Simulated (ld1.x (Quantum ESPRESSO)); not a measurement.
**u(r) = r·R(r): atom against pseudo-atom (V (Z = 23))**

Columns: radius, all-electron u(r) and pseudo u(r) of the 3d shell (level -21.32 eV) of vanadium in the configuration [Ne] 3s2 3p6 3d3 4s0 4p0; PBE, scalar-relativistic, TM semilocal scheme, ld1.x (Quantum ESPRESSO) 7.5.

| r (bohr) | all-electron | pseudo |
| --- | --- | --- |
| 0.110 | 0.0514 | 0.0054 |
| 0.220 | 0.2146 | 0.0413 |
| 0.330 | 0.4086 | 0.1278 |
| 0.440 | 0.5779 | 0.2675 |
| 0.550 | 0.7042 | 0.4442 |
| 0.660 | 0.7873 | 0.6284 |
| 0.770 | 0.8317 | 0.7875 |
| 0.880 | 0.8457 | 0.8972 |
| 0.990 | 0.8379 | 0.9483 |
| 1.100 | 0.8152 | 0.9456 |
| 1.210 | 0.7829 | 0.9038 |
| 1.320 | 0.7447 | 0.8399 |
| 1.430 | 0.7034 | 0.7684 |
| 1.540 | 0.6606 | 0.6992 |
| 1.650 | 0.6177 | 0.6371 |
| 1.760 | 0.5756 | 0.5833 |
| 1.870 | 0.5347 | 0.5370 |
| 1.980 | 0.4955 | 0.4959 |
| 2.090 | 0.4582 | 0.4582 |
| 2.200 | 0.4228 | 0.4228 |
| 2.310 | 0.3894 | 0.3894 |
| 2.420 | 0.3582 | 0.3582 |
| 2.530 | 0.3288 | 0.3288 |
| 2.640 | 0.3015 | 0.3015 |
| 2.750 | 0.2760 | 0.2760 |
| 2.860 | 0.2524 | 0.2524 |

Task: How many radial nodes do the two functions have?

Result: The all-electron 3d function has n − l − 1 = 0; the pseudo-wave has 0.

Task: At about which radius was the pseudo-wave matched?

Result: 2.20 bohr. The columns agree to 0.0005 from 1.98 bohr on; several derivatives are matched, so the curves merge somewhat inside the radius.

Task: Is the pseudo-wave norm-conserving?

Result: Yes: the TM semilocal scheme keeps the norm inside the radius equal to the all-electron one, which fixes the energy derivative of the logarithmic derivative at the level.
